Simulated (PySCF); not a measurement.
A run for PySCF: D3(BJ) and D4 dispersion corrections on CH4GeO (SMILES [CH3][Ge][OH]), a point of a torsion scan.

```python
from pyscf import gto
from pyscf.dispersion import dftd3, dftd4

mol = gto.M(
    atom='''
    C    -0.90910628   -0.07360749    0.00379537
    Ge    0.59898322    1.29348456   -0.31274751
    O     1.96588145    0.28177659    0.16864635
    H    -0.75369040   -0.96098821   -0.61224409
    H    -1.89330574    0.32607889   -0.23241680
    H    -0.92092507   -0.39197902    1.04762376
    H     1.89453254   -0.62224296    0.47012434
    ''',
    basis='def2-svp',
    charge=0, spin=0, verbose=0, max_memory=1800)
d3, d4 = {}, {}
for xc in ['hf', 'pbe', 'blyp', 'revpbe', 'tpss', 'r2scan', 'b3lyp', 'pbe0', 'bhlyp', 'camb3lyp', 'b2plyp']:
    d3[xc] = float(dftd3.DFTD3Dispersion(mol, xc=xc, version='d3bj', atm=False).get_dispersion()['energy'])
    print(f'D3(BJ) {xc:10s} {d3[xc]:14.8f} Eh')
for xc in ['hf', 'pbe', 'blyp', 'revpbe', 'tpss', 'r2scan', 'b3lyp', 'pbe0', 'bhlyp', 'camb3lyp', 'b2plyp']:
    d4[xc] = float(dftd4.DFTD4Dispersion(mol, xc={'camb3lyp': 'cam-b3lyp'}.get(xc, xc), atm=True).get_dispersion()['energy'])
    print(f'D4     {xc:10s} {d4[xc]:14.8f} Eh')
```

The log:

```
D3(BJ) hf            -0.03615996 Eh
D3(BJ) pbe           -0.00417305 Eh
D3(BJ) blyp          -0.00929007 Eh
D3(BJ) revpbe        -0.01060005 Eh
D3(BJ) tpss          -0.00531658 Eh
D3(BJ) r2scan        -0.00108795 Eh
D3(BJ) b3lyp         -0.00763633 Eh
D3(BJ) pbe0          -0.00363730 Eh
D3(BJ) bhlyp         -0.00623063 Eh
D3(BJ) camb3lyp      -0.00336373 Eh
D3(BJ) b2plyp        -0.00365280 Eh
D4     hf            -0.01506441 Eh
D4     pbe           -0.00406997 Eh
D4     blyp          -0.00913293 Eh
D4     revpbe        -0.01271775 Eh
D4     tpss          -0.00550125 Eh
D4     r2scan        -0.00091743 Eh
D4     b3lyp         -0.00664842 Eh
D4     pbe0          -0.00339039 Eh
D4     bhlyp         -0.00514885 Eh
D4     camb3lyp      -0.00342918 Eh
D4     b2plyp        -0.00280550 Eh
```

The run finished.

Cost: roughly 0.03 core-seconds.
